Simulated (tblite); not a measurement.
Parent: `[CH2:1]1[CH2:2][C@@H:3]([N:4]2[CH2:5][CH2:6]2)[SiH2:7]1` with C2–C3–N4–C5 148°, Si7–C1–C2–C3 14°, C1–C2–C3–N4 -144°, C3–N4–C5–C6 -110°, C2–C3–Si7–C1 11°, C5H11NSi.

Structures optimised with GFN2-xTB, isolated species. One conformer each, not checked by frequencies here.

| coordinate of the parent | value |
| --- | --- |
| C1–C2 | 1.541 Å |
| C2–C3 | 1.542 Å |
| C3–N4 | 1.437 Å |
| N4–C5 | 1.436 Å |
| C5–C6 | 1.478 Å |
| C3–Si7 | 1.941 Å |
| C1–Si7 | 1.909 Å |
| N4–C6 | 1.437 Å |
| C2–C1–Si7 | 91.7° |
| C1–C2–C3 | 99.6° |
| C2–C3–N4 | 114.0° |
| C2–C3–Si7 | 90.5° |
| N4–C3–Si7 | 125.7° |
| C3–N4–C5 | 119.0° |
| C3–N4–C6 | 119.7° |
| C5–N4–C6 | 61.9° |
| N4–C5–C6 | 59.1° |
| N4–C6–C5 | 59.0° |
| C1–Si7–C3 | 75.4° |

How does the shared frame change in `[F:1][CH:2]([F:3])[C@@:4]1([N:5]2[CH2:6][CH2:7]2)[CH2:8][CH2:9][SiH2:10]1` with F1–C2–C4–N5 64°, C2–C4–N5–C6 167°, C4–N5–C6–C7 -112°, C2–C4–C8–C9 102°, C4–C8–C9–Si10 11°, C8–C9–Si10–C4 -9°, C6H11F2NSi? Atoms pair as C1 = C9, C2 = C8, C3 = C4, N4 = N5, C5 = C7, C6 = C6, Si7 = Si10 (parent first).

| parent | relative | value in the relative | change |
| --- | --- | --- | --- |
| C1–C2 | C9–C8 | 1.542 Å | +0.001 |
| C2–C3 | C8–C4 | 1.553 Å | +0.011 |
| C3–N4 | C4–N5 | 1.440 Å | +0.003 |
| N4–C5 | N5–C7 | 1.441 Å | +0.005 |
| C5–C6 | C7–C6 | 1.480 Å | +0.002 |
| C3–Si7 | C4–Si10 | 1.936 Å | -0.005 |
| C1–Si7 | C9–Si10 | 1.915 Å | +0.006 |
| N4–C6 | N5–C6 | 1.434 Å | -0.003 |
| C2–C1–Si7 | C8–C9–Si10 | 92.0° | +0.3 |
| C1–C2–C3 | C9–C8–C4 | 99.5° | -0.1 |
| C2–C3–N4 | C8–C4–N5 | 120.2° | +6.2 |
| C2–C3–Si7 | C8–C4–Si10 | 90.9° | +0.4 |
| N4–C3–Si7 | N5–C4–Si10 | 118.2° | -7.5 |
| C3–N4–C5 | C4–N5–C7 | 122.1° | +3.1 |
| C3–N4–C6 | C4–N5–C6 | 122.0° | +2.3 |
| C5–N4–C6 | C7–N5–C6 | 62.0° | +0.1 |
| N4–C5–C6 | N5–C7–C6 | 58.8° | -0.3 |
| N4–C6–C5 | N5–C6–C7 | 59.2° | +0.2 |
| C1–Si7–C3 | C9–Si10–C4 | 75.7° | +0.3 |

Of the parent's bonds, C2–C3 changes most (+0.011 Å). Bonds of the relative outside the shared frame: F1–C2 1.355, C2–F3 1.360, C2–C4 1.519 Å. Point group C1 → C1.

These are computed values.
